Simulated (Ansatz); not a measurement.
Ge6⁺. Total charge 1; doublet. Geometry PBE-D4/def2-SVP, basis def2-SVP, Ansatz.

```xyz
6

Ge   -1.8999    1.1525   -0.1440
Ge    2.1332   -0.8012   -2.3222
Ge   -2.1326    0.8025    2.3223
Ge    1.8978   -1.1563    0.1432
Ge    0.1545    0.1667   -1.2650
Ge   -0.1530   -0.1641    1.2658
```

```csv
run,HOMO (eV),LUMO (eV)
A,-10.02,-8.56
B,-9.32,-9.01
C,-9.38,-9.10
D,-9.64,-9.09
```

Another isomer (doublet) lies 1.44 eV lower at PBE0-D4/def2-SVP; other spin states weren't run for this one.

HOMO and LUMO are taken over both spins.

The runs used PBE, PBE0, r2SCAN, revPBE. Estimate which is which.

A PBE0 (25 % exact exchange); B revPBE (0 % exact exchange); C PBE (0 % exact exchange); D r2SCAN (0 % exact exchange). Exact exchange lowers occupied and raises empty levels; among semilocal functionals meta-GGAs tend to open the gap a little, and such runs are hard to tell apart. The gap grows from 0.29 eV (PBE) to 1.46 eV (PBE0).
